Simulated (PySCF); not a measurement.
C2F6, optimised at PBE0/def2-TZVP:

```xyz
8

F      1.3515    -0.2564    -1.0715
C      0.7562    -0.0577     0.0956
F      1.2178     1.0620     0.6334
F      1.0319    -1.0725     0.9020
C     -0.7761     0.0501    -0.1080
F     -1.0518     1.0649    -0.9145
F     -1.2376    -1.0697    -0.6459
F     -1.3715     0.2488     1.0590
```

Method: PySCF energies (xtb for GFN2) plus ideal-gas RRHO corrections (1 bar). 6-31G* has spherical d functions here. All species are closed-shell singlets. B3LYP is the form with VWN-RPA correlation.

**Question.** List the harmonic frequencies (cm⁻¹, unscaled) at this level and at the other levels, each on its own geometry.

**Answer.** 
- PBE0/def2-TZVP: 68, 214, 215, 348, 380, 381, 524, 525, 621, 622, 721, 821, 1135, 1254, 1254, 1271, 1271, 1425
- B3LYP/6-31G*: 52, 207, 207, 343, 370, 371, 510, 511, 608, 609, 701, 805, 1129, 1261, 1261, 1271, 1271, 1431
- GFN2-xTB: 37, 166, 166, 322, 343, 343, 456, 456, 550, 550, 619, 746, 1041, 1118, 1119, 1137, 1137, 1212
- HF/6-31G*: 71, 230, 230, 378, 415, 415, 564, 564, 673, 673, 773, 888, 1242, 1427, 1427, 1435, 1435, 1636
- PBE/def2-SVP: 52, 204, 205, 338, 364, 365, 505, 506, 598, 599, 692, 788, 1101, 1210, 1210, 1224, 1224, 1377
